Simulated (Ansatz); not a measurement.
Ideal-gas functions of C2HClF2Ge (`C#[C][Ge]([F])([F])[Cl]`) at 400 K and 1 bar, from an Ansatz frequency run at PBE0-D4/def2-TZVP.

Molar mass 171.09 g/mol, point group Cs (symmetry number 1), electronic degeneracy 1, moments of inertia 200.762, 301.141, 361.234 u Å². Harmonic wavenumbers (cm⁻¹, unscaled): 96, 115, 178, 213, 246, 317, 321, 458, 559, 741, 754, 755, 759, 2186, 3463.

Use S(trans) = R[1.5 ln M + 2.5 ln T − 1.1517]; rotational temperatures θ = 24.2544 K / I; S(rot) = R[ln(√π/σ · √(T³/θAθBθC)) + 1.5]; for each mode x = 1.438777 ν̃/T, S = R[x/(eˣ − 1) − ln(1 − e⁻ˣ)] and H = RT x/(eˣ − 1); 1 cm⁻¹ = 0.0119627 kJ/mol; R = 8.31446 J/(mol·K).

By hand: the entropy, in J/(mol·K).

Translation 179.1. Rotation: θ = 0.1208, 0.0805, 0.0671 K, giving 122.4. Vibration, mode by mode: 17.20, 15.71, 12.16, 10.73, 9.60, 7.66, 7.57, 5.04, 3.78, 2.26, 2.17, 2.17, 2.14, 0.03, 0.00, in all 98.2. Electronic 0.0. Sum 399.7 J/(mol·K).

By hand: H − E and G − E in kJ/mol, counted from the electronic energy.

Zero-point energy ½ × 11161 × 0.0119627 = 66.8; thermal vibration 20.6; translation, rotation and pV give 4 RT = 13.3. H − E = 100.7 kJ/mol, and G − E = 100.7 − 400 × 399.7/1000 = -59.2 kJ/mol.

Vibration gives 25 % of the entropy, 32.9 J/(mol·K) of it from the modes under 150 cm⁻¹: soft modes count most, and the harmonic formula is weakest for them.
